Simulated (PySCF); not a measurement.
Some computed properties have been withheld. Give your best values.

Species: methylacetylacetone, C6H10O2.
Cartesian coordinates in Å at the PBE0-D3(BJ)/def2-SVP level; atoms count from 1:
```
atom  x, y, z in Å
C1    -2.0212   -0.8273    0.1316
C2    -0.6700   -0.9940   -0.5051
O3    -0.2623   -2.0602   -0.8993
C4     0.2318    0.2461   -0.5641
C5    -0.4958    1.5649   -0.7636
C6     1.0001    0.2213    0.7650
C7     2.2386   -0.6270    0.7892
O8     0.5888    0.8244    1.7261
H9    -2.4909   -1.8108    0.2528
H10   -1.9160   -0.3257    1.1065
H11   -2.6641   -0.1856   -0.4901
H12    0.9415    0.0416   -1.3794
H13   -1.1466    1.5357   -1.6496
H14    0.2291    2.3799   -0.9040
H15   -1.0989    1.8159    0.1191
H16    2.0353   -1.6017    0.3196
H17    3.0201   -0.1386    0.1848
H18    2.5971   -0.7503    1.8185
```

```json
{"property": "point group", "level": "PBE0-D3(BJ)/def2-SVP", "value": "C1"}
{"property": "rotational constants A, B, C", "level": "PBE0-D3(BJ)/def2-SVP", "value": "2.526, 1.769, 1.404 GHz"}
{"property": "dipole moment", "level": "CAM-B3LYP/def2-SVPD", "value": "?"}
{"property": "HOMO energy", "level": "CAM-B3LYP/def2-SVPD", "value": "?"}
{"property": "LUMO energy", "level": "CAM-B3LYP/def2-SVPD", "value": "-0.24 eV"}
{"property": "lowest singlet excitation", "level": "TDDFT CAM-B3LYP/def2-SVPD", "value": "4.22 eV (294 nm, f = 0.005)"}
{"property": "strongest line among the 10 lowest singlet transitions", "level": "TDDFT CAM-B3LYP/def2-SVPD", "value": "?"}
{"property": "lowest triplet excitation (Tamm–Dancoff)", "level": "TDA CAM-B3LYP/def2-SVPD", "value": "3.65 eV"}
{"property": "static isotropic polarisability", "level": "CAM-B3LYP/def2-SVPD", "value": "76.9 au"}
{"property": "vertical ionisation energy", "level": "ΔSCF CAM-B3LYP/def2-SVPD", "value": "?"}
{"property": "electronic spatial extent ⟨r²⟩ about the centre of nuclear charge", "level": "CAM-B3LYP/def2-SVPD", "value": "?"}
{"property": "13C chemical shifts (computed TMS as zero) by class", "level": "GIAO PBE0/pcSseg-1", "value": "208.5 (C2/C6), 67.5 (C4), 28.1 (C1/C7), 13.8 (C5) ppm"}
{"property": "1H chemical shifts (computed TMS as zero) by class", "level": "GIAO PBE0/pcSseg-1", "value": "3.39 (H12), 2.13 (H9/H10/H11/H16/H17/H18), 1.28 (H13/H14/H15) ppm"}
{"property": "isotropic shieldings of nuclei other than C and H, by class", "level": "GIAO PBE0/pcSseg-1", "value": "-343 (O3/O8) ppm"}
{"property": "largest of the computed one-bond spin–spin couplings (means over like bonds)", "level": "B3LYP/pcJ-1, spin–dipole term left out", "value": "13C–1H +140.9 (C4–H12), 13C–1H +135.8 (C1–H9 and 5 like it), 13C–1H +135.7 (C5–H13 and 2 like it), 13C–13C +44.8 (C1–C2 and 1 like it), 13C–13C +38.8 (C4–C5), 17O–13C +34.2 (O3–C2 and 1 like it), 13C–13C +33.6 (C2–C4 and 1 like it) Hz"}
```

Gas-phase values; electronic properties from PySCF, density fitting. Isolated species at its PBE0-D3(BJ)/def2-SVP geometry (one conformer only). NMR classes are plain means over equivalent atoms (diastereotopic ones count apart unless rotation or inversion swaps them), as if these changed places fast; in this geometry the members of some classes differ.

Q: What is the strongest line among the 10 lowest singlet transitions?

A: S4 at 7.09 eV (175 nm, f = 0.066).

Q: The HOMO energy?

A: -8.84 eV.

Q: Give the dipole moment.

A: 1.68 D.

Q: Give the electronic spatial extent ⟨r²⟩ about the centre of nuclear charge.

A: 993 bohr².

Q: What is the vertical ionisation energy?

A: 9.59 eV.

The dipole equals about 5.6 × 10⁻³⁰ C·m (1 D = 3.33564 × 10⁻³⁰ C·m). The rotational constants make it an asymmetric top with κ = (2B − A − C)/(A − C) = -0.35, nearer the prolate limit (−1).

For the NMR shielding job (PBE0/pcSseg-1), the run took 25 s of wall time on Arm Neoverse V1, one thread, shared host.
